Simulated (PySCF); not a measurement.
Compound: C5H6F6S.
Numbering: `[CH3:1][C@@H:2]([CH2:3][C:4]([F:5])([F:6])[F:7])[S:8][C:9]([F:10])([F:11])[F:12]` (hydrogens: H13, H14, H15 on C1; H16 on C2; H17, H18 on C3)

Computed geometry: GFN2-xTB, gas phase.

(1) Give the optimised bond lengths and angles.

## Answers

(1) 
| bond | length (Å) |
| --- | --- |
| C1–C2 | 1.517 |
| C2–C3 | 1.529 |
| C3–C4 | 1.520 |
| C4–F5, C4–F6, C4–F7 | 1.340 |
| C2–S8 | 1.857 |
| S8–C9 | 1.822 |
| C9–F10, C9–F12 | 1.336 |
| C9–F11 | 1.324 |
| C1–H13, C1–H14, C1–H15 | 1.087 |
| C2–H16 | 1.093 |
| C3–H17 | 1.092 |
| C3–H18 | 1.092 |

Bonds in one row agree within 0.01 Å and their mean is given. A selection of angles:
| angle | degrees |
| --- | --- |
| C2–C1–H13 | 110.5 |
| C2–C1–H14 | 110.2 |
| H13–C1–H14 | 108.8 |
| H14–C1–H15 | 108.0 |
| C1–C2–C3 | 113.7 |
| C1–C2–S8 | 110.1 |
| C1–C2–H16 | 111.2 |
| C3–C2–S8 | 106.1 |
| C3–C2–H16 | 109.4 |
| S8–C2–H16 | 106.0 |
| C2–C3–C4 | 112.7 |
| C2–C3–H17 | 110.0 |
| C2–C3–H18 | 110.7 |
| C4–C3–H17 | 106.9 |
| C4–C3–H18 | 107.7 |
| H17–C3–H18 | 108.6 |
| C3–C4–F5 | 111.1 |
| C3–C4–F6 | 112.6 |
| F5–C4–F6 | 106.7 |
| F5–C4–F7 | 106.3 |
| C2–S8–C9 | 98.5 |
| S8–C9–F10 | 112.3 |
| S8–C9–F11 | 110.1 |
| F10–C9–F11 | 107.9 |

Dihedral angles: C1–C2–C3–C4 -68° (synclinal); C2–C3–C4–F5 -166° (antiperiplanar); C1–C2–S8–C9 91° (anticlinal); C2–S8–C9–F10 -62° (synclinal).

Of the pairs four or more bonds apart, F12···H16 is among the closest relative to their van der Waals radii: 2.42 Å, 91 % of the sum of Bondi's values. The C–S distances run from 1.822 Å (S8–C9, drawn single) to 1.857 Å (C2–S8, drawn single), a spread of 0.035 Å.

Point group: C1 (no symmetry element, even within 0.4 Å). Stationary, but not proved a minimum. The numbers are those of one conformer.
